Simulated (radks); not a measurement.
Valence configurations of Li (all share [He]). Method: scalar-relativistic Kohn-Sham, PBE, spin-polarised, spherical densities, finite nucleus; open shells are filled with parallel spins first; Fermi nuclear charge, rms radius 2.444 fm; computed with a radial shooting solver on a logarithmic mesh with Libxc functionals. Order these by energy: 2p1; 2s1; 2s0.5 2p0.5.

Answer. From the lowest, in eV above it: 2s1 0.000; 2s0.5 2p0.5 0.938; 2p1 1.866. NIST lists [He] 2s1 as the ground configuration; this level of theory agrees among the configurations tried. The energies are those of spherical high-spin densities, not of single terms.
